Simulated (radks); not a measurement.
Values are calculated unless marked as measured or tabulated.
Initial-state core-level shifts of neutral bismuth when its valence configuration changes from [Hg] 6p3. Level of theory: Dirac Kohn-Sham, LDA (Slater exchange, Perdew-Wang correlation), spin-unpolarised, spherical densities, point nucleus; open shells fill j = l - 1/2 first (a radial shooting solver on a logarithmic mesh with Libxc functionals). Shifts are changes of the shell-averaged eigenvalues in eV (positive: less bound).

| valence | 2s | 3p | 4p | 5p |
|---|---|---|---|---|
| [Xe] 4f14 5d10 6s1.5 6p3.5 | -1.019 | -1.023 | -1.024 | -1.005 |
| [Xe] 4f14 5d9 6s2 6p4 | -6.445 | -6.348 | -6.240 | -5.491 |
| [Xe] 4f14 5d9 6s1 6p5 | -8.345 | -8.255 | -8.147 | -7.338 |
| [Xe] 4f13 5d10 6s2 6p4 | -22.597 | -24.850 | -20.904 | -9.069 |
| [Xe] 4f14 5d9 6s1.5 6p4.5 | -7.407 | -7.313 | -7.206 | -6.427 |
| [Xe] 4f12 5d10 6s2 6p5 | -46.065 | -50.626 | -42.318 | -18.244 |
| [Xe] 4f14 5d10 6s1 6p4 | -2.004 | -2.012 | -2.015 | -1.974 |
| [Xe] 4f13.5 5d10 6s1.5 6p4 | -12.181 | -13.304 | -11.383 | -5.494 |
| [Xe] 4f13.5 5d9 6s1 6p5.5 | -19.627 | -20.641 | -18.590 | -11.840 |
